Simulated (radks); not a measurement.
Results of a calculation; reference values are marked as such.
Coulomb parameter of the 4f shell of neutral thulium in the model configuration [Xe] 4f12 6s2 6p1, as a second difference U = [E(n + 0.25) + E(n - 0.25) - 2 E(n)] / (0.25)^2 with all orbitals relaxed. "Bare": the charge of the atom changes with n. "Screened": the 6p shell takes up the change at fixed total charge, which measures U(4f,4f) + U(6p,6p) - 2 U(4f,6p). Level of theory: scalar-relativistic Kohn-Sham, PBE, spin-unpolarised, spherical densities, point nucleus (a radial shooting solver on a logarithmic mesh with Libxc functionals).

| case | configuration | E - E(n) (eV) |
|---|---|---|
| start | [Xe] 4f12 6s2 6p1 | 0.000 |
| bare +0.25 | [Xe] 4f12.25 6s2 6p1 | -2.729 |
| bare -0.25 | [Xe] 4f11.75 6s2 6p1 | 3.691 |
| screened +0.25 | [Xe] 4f12.25 6s2 6p0.75 | -2.360 |
| screened -0.25 | [Xe] 4f11.75 6s2 6p1.25 | 2.954 |

U(bare) = 15.394 eV, U(screened by 6p) = 9.504 eV, against the Slater integral F0(4f,4f) = 33.812 eV with frozen orbitals. The step up makes a negative ion, whose loosely bound charge lowers the bare value.
